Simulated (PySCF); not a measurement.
Stepwise substitution at one centre (Ge C2H5-I). Gas-phase values, no solvent. One relaxed conformer stands for each flexible species; it need not be the lowest. Strings in code marks are SMILES.

The four lowest singlet excitations (Tamm–Dancoff). All values below come from ωB97X-D3(BJ)/def2-TZVP // B3LYP-D3(BJ)/def2-SVP (PySCF). Excitations are Tamm–Dancoff values on a coarser integration grid. The basis has no diffuse functions, so Rydberg states are missing or too high.

```tsv
state	energy (eV)	wavelength (nm)	oscillator strength
S1	7.97	155	0.040
S2	7.97	155	0.040
S3	8.05	154	0.019
S4	8.42	147	0.000
```

Name which member gives these states.
A. `C[CH2][Ge]([I])([I])[CH2]C` (C–C–Ge–I torsion 58°, I–Ge–C–C torsion -59°)
B. `C[CH2][Ge]([CH2]C)([CH2]C)[CH2]C`
C. `C[CH2][Ge]([I])([I])[I]` (C–C–Ge–I torsion 180°)
D. `[I][Ge]([I])([I])[I]`

B, `C[CH2][Ge]([CH2]C)([CH2]C)[CH2]C`
